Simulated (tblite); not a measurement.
C4H9GeNO2.
Numbering: `[CH3:1]/[N:2]=[CH:3]\[GeH:4]1[O:5][CH2:6][CH2:7][O:8]1` (hydrogens: H9, H10, H11 on C1; H12 on C3; H13 on Ge4; H14, H15 on C6; H16, H17 on C7)

Computed with GFN2-xTB (tblite), gas phase: L-BFGS steps from a force-field or distance-geometry start until the largest atomic force falls under 0.01 eV/Å.

The end geometry, which sets the zero of energy:
```
atom  x, y, z in Å
C1      2.9610    0.6868    0.3085
N2      2.6330   -0.6850    0.4541
C3      1.5578   -1.1631    0.0631
Ge4    -0.0079   -0.2079   -0.8298
O5     -1.4115   -1.3037   -0.6208
C6     -2.5366   -0.5743   -0.1931
C7     -2.0580    0.6337    0.6263
O8     -0.8498    1.1074    0.0793
H9      2.1436    1.2657   -0.1516
H10     3.8646    0.7631   -0.2970
H11     3.1878    1.0876    1.2969
H12     1.3744   -2.2178    0.2269
H13     0.0936    0.2990   -2.2832
H14    -3.1658   -1.2343    0.4087
H15    -3.1065   -0.2262   -1.0612
H16    -1.8959    0.3378    1.6684
H17    -2.7908    1.4433    0.5936
```

**Question.** These geometries come from the run, each turned onto the end geometry. Order them by energy, lowest first.
A.
```
atom  x, y, z in Å
C1      2.8616    0.7103    0.4046
N2      2.8000   -0.7083    0.2711
C3      1.7619   -1.3049   -0.0559
Ge4     0.0221   -0.4060   -0.6512
O5     -1.5102   -1.3344   -0.5930
C6     -2.5903   -0.5430   -0.1623
C7     -2.0873    0.7600    0.5132
O8     -0.6925    0.8772    0.3867
H9      1.9209    1.1337    0.7746
H10     3.0737    1.1466   -0.5737
H11     3.6837    0.9536    1.0758
H12     1.8199   -2.3811   -0.1628
H13     0.2273    0.1598   -2.0808
H14    -3.1826   -1.1354    0.5381
H15    -3.2213   -0.3023   -1.0219
H16    -2.3371    0.7544    1.5777
H17    -2.5566    1.6319    0.0488
```
B.
```
atom  x, y, z in Å
C1      3.0041    0.6594    0.3520
N2      2.6442   -0.7112    0.4086
C3      1.5560   -1.1406   -0.0006
Ge4    -0.0190   -0.1542   -0.8496
O5     -1.3837   -1.2885   -0.5953
C6     -2.5303   -0.6112   -0.1452
C7     -2.0946    0.6721    0.5846
O8     -0.8994    1.1577    0.0203
H9      2.2114    1.2790   -0.0981
H10     3.9283    0.7605   -0.2184
H11     3.2089    0.9999    1.3678
H12     1.3471   -2.1979    0.1030
H13     0.0490    0.3192   -2.3128
H14    -3.0723   -1.2749    0.5342
H15    -3.1743   -0.3621   -0.9961
H16    -1.9291    0.4530    1.6444
H17    -2.8534    1.4520    0.4903
```
C.
```
atom  x, y, z in Å
C1      3.0019    0.6472    0.3687
N2      2.6141   -0.7144    0.4248
C3      1.5313   -1.1284   -0.0111
Ge4    -0.0211   -0.1274   -0.8794
O5     -1.3627   -1.2814   -0.6068
C6     -2.5115   -0.6307   -0.1269
C7     -2.0967    0.6767    0.5723
O8     -0.9300    1.1820   -0.0320
H9      2.2215    1.2953   -0.0605
H10     3.9121    0.7162   -0.2260
H11     3.2392    0.9749    1.3802
H12     1.3132   -2.1836    0.0929
H13     0.0734    0.3636   -2.3360
H14    -3.0166   -1.3015    0.5734
H15    -3.1842   -0.4029   -0.9604
H16    -1.9040    0.5007    1.6359
H17    -2.8869    1.4260    0.4801
```
D.
```
atom  x, y, z in Å
C1      2.9376    0.6588    0.3917
N2      2.6553   -0.7328    0.3985
C3      1.5856   -1.1957   -0.0242
Ge4     0.0042   -0.1784   -0.8401
O5     -1.3751   -1.2782   -0.6277
C6     -2.5083   -0.6118   -0.1329
C7     -2.0915    0.7214    0.5394
O8     -0.8278    1.1284    0.0733
H9      2.0276    1.2697    0.2768
H10     3.6264    0.8701   -0.4290
H11     3.4373    0.8946    1.3305
H12     1.4280   -2.2684    0.0508
H13     0.1305    0.3321   -2.2970
H14    -2.9782   -1.2745    0.5986
H15    -3.2088   -0.4331   -0.9570
H16    -2.0397    0.5938    1.6273
H17    -2.8102    1.5162    0.3101
```
E.
```
atom  x, y, z in Å
C1      2.9803    0.6784    0.3325
N2      2.6593   -0.7010    0.4031
C3      1.5822   -1.1675    0.0043
Ge4    -0.0134   -0.2001   -0.8240
O5     -1.3995   -1.3090   -0.5734
C6     -2.5355   -0.5900   -0.1606
C7     -2.0849    0.6650    0.6075
O8     -0.8539    1.1124    0.0894
H9      2.1700    1.2780   -0.1142
H10     3.8965    0.7898   -0.2482
H11     3.1835    1.0293    1.3453
H12     1.4113   -2.2316    0.1124
H13     0.0499    0.2870   -2.2889
H14    -3.1411   -1.2413    0.4748
H15    -3.1240   -0.2914   -1.0351
H16    -1.9702    0.4365    1.6727
H17    -2.8176    1.4677    0.4918
```

**Answer.** E (0.004 eV), B (0.009 eV), C (0.016 eV), D (0.048 eV), A (0.159 eV).

In the order of the answer:

```csv
step,E above end (eV),largest force (eV/Å),rms force component (eV/Å),rms distance from end (Å),rms bond change (Å),bond most changed (Å)
84,0.004,0.03,0.008,0.069,0.001,C6–C7 +0.003
73,0.009,0.06,0.019,0.099,0.002,Ge4–O8 -0.004
64,0.016,0.06,0.023,0.132,0.002,C6–C7 +0.003
46,0.048,0.26,0.058,0.215,0.006,Ge4–O5 -0.016
27,0.159,0.11,0.037,0.473,0.006,C6–C7 +0.015
```

What follows is the cost of the whole relaxation. Time: 2.9 s. Hardware: an Intel Xeon at 2.50 GHz with one thread, no GPU, shared host.
